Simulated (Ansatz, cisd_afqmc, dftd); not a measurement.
Species: C2H4NO, charge 0, doublet. C2H4NO (SMILES C[N]C=O, doublet).
B3LYP-D3(BJ)/def2-TZVP minimum from Ansatz (a program for electronic structure):
```
N
C 1 1.3717
O 2 1.2194 1 123.77
H 2 1.1003 3 122.31 1 -173.53
C 1 1.4319 2 117.95 4 -153.05
H 5 1.0921 1 113.48 2 -4.28
H 5 1.0931 6 110.90 1 123.56
H 5 1.0983 6 109.46 7 116.47
```
Charge 0, spin multiplicity 2.

Wanted: atomisation energy (electronic, to ground-state atoms), in kJ/mol. UHF or UKS for unpaired electrons; spin-orbit terms are left out. Cores are frozen in correlated methods. Rows without X2C or -DK are non-relativistic. AFQMC is phaseless with a CISD trial state; ± is one standard error, without the phaseless bias. Outlying blocks are dropped, and bars are widened where a walk drifts. Over all cases where full CI ran beside it in this data, AFQMC minus full CI had a median of +0.1 mEh and passed +0.4 mEh in a tenth of the cases. CBS(X,Y): correlation extrapolated as X^-3, Hartree-Fock from the larger set (Q,5: extrapolated as (X+1)exp(-9√X)). A bracket is a step between two methods taken in the basis named. The functionals are non-relativistic, so their misses hold any scalar relativity. Double hybrids freeze cores in their MP2 part. '+ core + X2C': CCSD(T) terms for core correlation (cc-pwCVTZ) and scalar relativity (cc-pVTZ-DK). Where a partner has so few electrons that a lower coupled-cluster level is exact, that level stands in. The UHF reference of C2H4NO (C[N]C=O, doublet) is spin-contaminated (<S^2> up to 0.14 over the pure value in the sets run).

```csv
level,program,atomisation energy (kJ/mol)
PBE0-D4/def2-TZVPD,Ansatz + dftd4,3137.0
CAM-B3LYP-D3(BJ)/def2-TZVPD,Ansatz + dftd3,3134.7
CAM-B3LYP-D4/def2-TZVPD,Ansatz + dftd4,3135.2
CAM-B3LYP/def2-TZVPD,Ansatz,3126.5
B2GP-PLYP-D4/def2-TZVPD,Ansatz + dftd4,3058.2
MP2/cc-pVQZ,Ansatz,3083.2
CCSD/cc-pVDZ,Ansatz,2785.7
CCSD/cc-pVTZ,Ansatz,2937.3
CCSD/cc-pV5Z,Ansatz,3004.2
CCSD(T)/cc-pVQZ,Ansatz,3051.7
"CCSD(T)/CBS(cc-pVTZ,cc-pVQZ) + core + X2C",Ansatz,3096.7
AFQMC/CISD/cc-pVTZ,cisd_afqmc,2995.0 ± 1.4
"CCSD(T)/CBS(cc-pVQZ,cc-pV5Z) + [AFQMC/CISD - CCSD(T)]/cc-pVTZ",Ansatz + cisd_afqmc,3084.3 ± 1.4
"CCSD(T)/CBS(cc-pVQZ,cc-pV5Z) + [AFQMC/CISD - CCSD(T)]/cc-pVTZ + core + X2C",Ansatz + cisd_afqmc,3093.7 ± 1.4
```
